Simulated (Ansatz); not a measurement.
The first iterations of a band of AsBH3 (5 atoms, charge 0, multiplicity 2).

The calculation used UKS BHLYP-D4/def2-TZVP (Ansatz).

- movable images: 7
- climbing image: yes
- spring: 5.0 eV/Å²
- optimiser: quadratic models (default)
- start path: through a guess of the saddle point
- force threshold: 0.05 eV/Å
- iteration limit: 60
- end points: relaxed

Initial state:

```xyz
5
Properties=species:S:1:pos:R:3
B 0.260 -1.052 0.513
As -0.122 0.299 -0.869
H 1.212 -1.240 1.183
H -1.609 0.432 -0.692
H 0.259 1.561 -0.136
```

Final state:

```xyz
5
Properties=species:S:1:pos:R:3
B 0.275 -1.063 0.482
As -0.672 0.628 0.127
H 1.294 -1.283 1.035
H -1.344 0.275 -1.171
H 0.448 1.444 -0.472
```

| iteration | highest image above the first end (eV) | largest band force component (eV/Å) |
| --- | --- | --- |
| 1 | 1.712 | 2.740 |
| 2 | 0.721 | 1.225 |

Q: Does the band converge within its limit, and where does its top end?

A: The run converged. It ended after 6 iterations with the highest image 0.436 eV above the first end. A vibrational analysis at the climbing image gives one clearly imaginary mode, 456i cm⁻¹: a first-order saddle point.

Run time: 90 s on 2 threads of Arm Neoverse V2, with other jobs on the host, peak memory 0.21 GiB.
